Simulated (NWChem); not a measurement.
C₂HBrF₂; SMILES F/C=C(\F)Br

```xyz
6

F     -0.4462     2.7465     0.0000
C     -0.7302     1.4532     0.0000
C      0.2354     0.5334     0.0000
F      1.5140     0.8452     0.0000
Br    -0.1283    -1.2983     0.0000
H     -1.7914     1.2012     0.0000
```
Atoms are numbered in this order, from 1.

Level: PBE0/def2-SVP (NWChem), optimised geometry, unscaled harmonic frequencies. This build's default masses of Se (78.918 u) and Br (79.917 u) are each other's, which moves their modes by up to 0.6 %.

| frequency (cm⁻¹) | IR intensity (km/mol) |
|---|---|
| 206 | 2.7 |
| 246 | 2.0 |
| 326 | 0.9 |
| 383 | 0.7 |
| 538 | 2.2 |
| 822 | 17.8 |
| 852 | 61.9 |
| 1131 | 192.6 |
| 1218 | 119.2 |
| 1364 | 58.4 |
| 1804 | 47.7 |
| 3266 | 6.9 |

The zero-point energy comes out as 17.4 kcal/mol and the thermal correction to the enthalpy at 298.15 K (with zero-point energy) comes out as 21.1 kcal/mol. The heat capacity Cv is 15.6 cal/(mol K). The entropy at 298.15 K and 1 atm (symmetry number 1) is 75.2 cal/(mol K) and the dipole moment is 1.51 D.

Rigid rotor and harmonic oscillator.
